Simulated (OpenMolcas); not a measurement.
## Re4+: ligand-field states by method

Re4+ with 6 ligands (fluoride) in octahedral coordination (Oh) at 1.94 Å. A charge of +0.333 e stands 2.4 Å behind each ligand. Ligand basis ANO-RCC-VDZP.

| Property | Result |
| --- | --- |
| Program | OpenMolcas |
| Basis | ANO-RCC-VDZP [7s6p4d2f1g] |
| Scalar Hamiltonian | DKH2, point nucleus |
| Active space | 3 electrons in 5 orbitals (5d) |
| State averaging | 2S+1 = 4 even, 10 roots; 2S+1 = 2 even, 40 roots |
| Spin-orbit coupling | RASSI with atomic mean-field integrals over the reference wave functions |

I. CASSCF
II. SS-CASPT2, IPEA 0.25 Eh, imaginary shift 0.1 Eh (closed shells correlated: 5s 5p and the ligand valence shells)
III. SS-CASPT2, IPEA 0.25 Eh, imaginary shift 0.1 Eh (closed shells correlated: the ligand valence shells only)

Spin-free states (labels of O, the rotations of Oh) in cm-1, each column counted from its own energy of the first state listed:

```json
{"State": "4A2", "Degeneracy": "1", "I": "0", "II": "0", "III": "0"}
{"State": "2E", "Degeneracy": "2", "I": "14246", "II": "11860", "III": "12250"}
{"State": "2T1", "Degeneracy": "3", "I": "14772", "II": "11950", "III": "12340"}
{"State": "2T2", "Degeneracy": "3", "I": "22798", "II": "19140", "III": "19440"}
{"State": "4T2", "Degeneracy": "3", "I": "35510", "II": "35640", "III": "35540"}
{"State": "4T1", "Degeneracy": "3", "I": "43407", "II": "41960", "III": "42280"}
{"State": "2A1", "Degeneracy": "1", "I": "46681", "II": "44040", "III": "44440"}
{"State": "2S+1 = 2", "Degeneracy": "3", "I": "48621", "II": "46060", "III": "46390"}
{"State": "2S+1 = 2", "Degeneracy": "3", "I": "49219", "II": "46550", "III": "46830"}
{"State": "2E", "Degeneracy": "2", "I": "50884", "II": "47550", "III": "47970"}
{"State": "2T1", "Degeneracy": "3", "I": "54268", "II": "50240", "III": "50780"}
{"State": "2T2", "Degeneracy": "3", "I": "58522", "II": "53620", "III": "54470"}
{"State": "2A2", "Degeneracy": "1", "I": "60693", "II": "54630", "III": "55630"}
{"State": "2E", "Degeneracy": "2", "I": "70857", "II": "64270", "III": "65050"}
{"State": "4T1", "Degeneracy": "3", "I": "73393", "II": "73190", "III": "73160"}
```

From I to II, I's first state of the same spin (4T2) moves from 35510 to 35640 cm-1, by about +130 cm-1.

From I to II, I's first state of another spin (2E) moves from 14246 to 11860 cm-1, by about -2400 cm-1.

I: A least-squares ligand-field fit to the states below 45000 cm-1, each weighted by its degeneracy and with a free common offset, gives 10Dq = 35514 cm-1, B = 709 cm-1 and C = 2895 cm-1 (C/B = 4.08), with an rms deviation of 8 cm-1. The same method and metal basis give the free ion B = 824 cm-1 (fit to its terms below 60000 cm-1, rms deviation 27 cm-1), so the nephelauxetic ratio is β = 709 / 824 = 0.86; it hangs on how both fits weigh the states, and computed free-ion B values tend to be too large, so β mixes covalency with correlation.

χT at 300 K: I 1.43, II 1.38, III 1.39 cm3 K/mol.

The states above are spin-free; spin-orbit coupling is strong here and shifts and splits them by thousands of cm-1.

Roots that are degenerate in the reference are averaged as groups; the widest CASPT2 spread within a group is 830 cm-1 (the 3-fold group of multiplicity 2 near 96600 cm-1 above the lowest state of its run, II). Shifts and gaps below about the spread of the groups concerned are not significant. Over all roots computed the reference weight is 0.70 to 0.72 in II, 0.72 to 0.73 in III; a low but even weight reflects the number of correlated electrons. The least metal-like active orbital is 76 % on the metal (Löwdin) and no ligand orbital is active, so the numbers are rough. Ligand-to-metal charge-transfer states are missing. With no ligand orbital active B as a rule stays too high, so bands that hang on it stand too high and its fall with covalency is understated. Without dynamic correlation the repulsion within the d shell is too large (B by tens of per cent), so at a given field states of lower spin stand too high (holds for I). With metal d orbitals alone the field can be off either way by tens of per cent (holds for I). With one d shell and no ligand orbital active, 10Dq can be off by a tenth or more (holds for II; III). No measured value stands beside these numbers; the geometry is a model, was not optimised and need not be the one that this ion takes.

A state without a sure symmetry label is named by its multiplicity alone.
